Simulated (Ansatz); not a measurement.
`C#C[Si](Cl)(Cl)Cl` + H₂ → `C#C[SiH](Cl)Cl` + HCl at 600 K and 1 bar (hydrogenolysis of the Si–Cl bond).

Computed with Ansatz on PBE0-D4/def2-TZVP structures; ΔE is electronic, products minus reactants. CBS: MP2 limit from def2 TZ/QZ plus the TZ coupled-cluster correction, frozen cores. This one scheme is used for every species.

```csv
species,CCSD(T)/CBS energy (Eh),H − E (kJ/mol),S (J/(mol·K))
`C#C[Si](Cl)(Cl)Cl`,-1745.22500,125.5,448.1
H₂,-1.17544,43.9,150.8
`C#C[SiH](Cl)Cl`,-1285.99086,136.2,419.3
HCl,-460.38127,35.4,207.2
```

H − E and S are ideal-gas, rigid-rotor, harmonic terms from PBE0-D4/def2-TZVP. The MP2-based limit puts H₂ 0.8 mEh under its directly extrapolated value; such offsets cancel only in part. 1 Eh = 2625.50 kJ/mol, R = 8.31446 J/(mol·K).

By hand: ΔE, ΔH, ΔS and ΔG.

ΔE = (-1285.99086) + (-460.38127) − (-1745.22500) − (-1.17544) = 0.02831 Eh = 74.3 kJ/mol. Δ(H − E) = 136.2 + 35.4 − 125.5 − 43.9 = 2.2, so ΔH = 76.5 kJ/mol. ΔS = 419.3 + 207.2 − 448.1 − 150.8 = 27.6 J/(mol·K). ΔG = 76.5 − 600 × (27.6)/1000 = 59.9 kJ/mol.

By hand: the equilibrium constant, and the temperature at which ΔG would vanish if ΔH and ΔS stayed fixed.

log₁₀ K = −ΔG/(RT ln 10) = -5.2. ΔG = 0 at ΔH/ΔS = 2772 K, far beyond where these terms or the molecules hold.

ΔH outweighs TΔS. A doubt of 5 kJ/mol in ΔE shifts log₁₀ K by 0.4 here. These are equilibria of isolated gas molecules and say nothing of rates. Largest T1 diagnostic: 0.011 (customary marks: 0.02 for closed shells, 0.045 for open ones).
